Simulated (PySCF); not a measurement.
**Computed properties of Si(F)3(Et) (C2H5F3Si), SMILES CC[Si](F)(F)F**

Si(F)3(Et) (C2H5F3Si), SMILES CC[Si](F)(F)F. The structure is a stationary point at PBE0-D3(BJ)/def2-SVP. The values are those of a single conformer. All values are computed for the isolated molecule unless a solvent is named; none is compared with measurement here.

**Structure.** All 27 harmonic modes at PBE0-D3(BJ)/def2-SVP (PySCF) are real, so it is a minimum. With heavy atoms numbered as in [CH3:1][CH2:2][Si:3]([F:4])([F:5])[F:6], the shortest bond between them is C1–C2 at 1.529 Å and the longest C2–Si3 at 1.838 Å.

**Vibrations.** The strongest infrared lines (harmonic, unscaled, degenerate partners summed) lie at 888 cm⁻¹ (194 km/mol, F 47 %, Si 41 %), 1005 cm⁻¹ (127 km/mol, Si 34 %, H 34 %, F 24 %, C 8 %), 1000 cm⁻¹ (105 km/mol, H 33 %, Si 31 %, F 25 %, C 11 %). The softest mode is at 48 cm⁻¹ and the zero-point energy is 47.2 kcal/mol.

**Electronic structure.** HF/def2-TZVP (PySCF) places the frontier levels at -13.08 and 3.37 eV, a gap of 16.45 eV, and gives a dipole moment of 2.85 D and a mean polarisability of 41.0 bohr³.

**Excitations.** TDA-B3LYP/def2-SVPD (PySCF) has S1 at 8.37 eV (148 nm, f = 0.024, weak); the most intense of the 10 singlets computed lies at 9.12 eV (f = 0.11). T1 (TDA) is at 8.10 eV, 0.27 eV under S1. No vertical singlet excitation falls in the visible range (under 3.1 eV).

**NMR.** GIAO shifts at PBE0/pcSseg-1 (PySCF) (non-relativistic, atoms alike by connectivity averaged): ¹³C from 5.2 to 8.2 ppm against TMS; ¹H from 1.0 to 1.4 ppm against TMS; ²⁹Si at -44.6 ppm against TMS; ¹⁹F at -152.9 ppm against CFCl3.
